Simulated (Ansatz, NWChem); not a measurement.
**BI3 (boron triiodide): from total energies to a heat of formation**

The species is BI3 (4 atoms), meant as a singlet with charge 0. As SMILES, `IB(I)I`. Geometry: relaxed at PBE0-D4/def2-TZVP.

```csv
atom,x (Å),y (Å),z (Å)
I,-1.3085,-0.2952,1.6156
B,0.0139,-0.0151,-0.0051
I,1.8768,-1.0063,-0.0303
I,-0.5265,1.2563,-1.6005
```

Total energies at MP2/def2-SVP (core potential), 13 core orbitals frozen (NWChem 7.3.0); the atoms run unrestricted:

```
species    state  energy (Eh)
    BI3  singlet  -915.134754
      I  doublet  -296.746959
      B  doublet   -24.536427
```

Harmonic wavenumbers at PBE0-D4/def2-TZVP, in cm⁻¹: 102, 102, 197, 321, 726, 726.

Measured heats of formation of the gaseous atoms at 298.15 K, in kJ/mol: I 106.8, B 570.3. Spin-orbit lowering of the atoms at 298 K (mean of the ground term's levels less their thermal mean, from spectra), in kJ/mol: I 30.32, B 0.00. Take 1 Eh = 2625.50 kJ/mol, 1 cm⁻¹ = 0.0119627 kJ/mol, RT = 2.479 kJ/mol.

Problem. Work out the heat of formation of the gas at 298 K.

Solution. 
1. Electronic atomisation energy: 3 × (-296.746959) + (-24.536427) − (-915.134754) = 0.357450 Eh = 938.5 kJ/mol.
2. Zero-point energy: half the sum of the wavenumbers, 1087 cm⁻¹ = 13.0 kJ/mol.
3. Thermal vibrational enthalpy, Σ hcν̃/(exp(hcν̃/kT) − 1): 6.9 kJ/mol. Translation, rotation and pV of a non-linear molecule: 4 RT = 9.9 kJ/mol.
4. The 4 free atoms carry 5/2 RT each: 24.8 kJ/mol.
5. Spin-orbit coupling lowers the free atoms by 3 × 30.32 + 0.00 = 91.0 kJ/mol.
6. Atomisation enthalpy at 298 K: 938.5 − 91.0 − 13.0 − 6.9 − 9.9 + 24.8 = 842.5 kJ/mol.
7. Sum of the atoms' heats of formation: 890.7 kJ/mol. Heat of formation: 890.7 − 842.5 = +48.2 kJ/mol.

The tabulated value is +71.1 kJ/mol (NIST-JANAF tables; in doubt: it rests on an older heat of the boron atom), so this level is off by -22.9 kJ/mol, or 2.8 % of the atomisation enthalpy that the table implies (819.4 kJ/mol). Anharmonicity and any spin-orbit splitting of the molecule are left out, and so is core correlation.
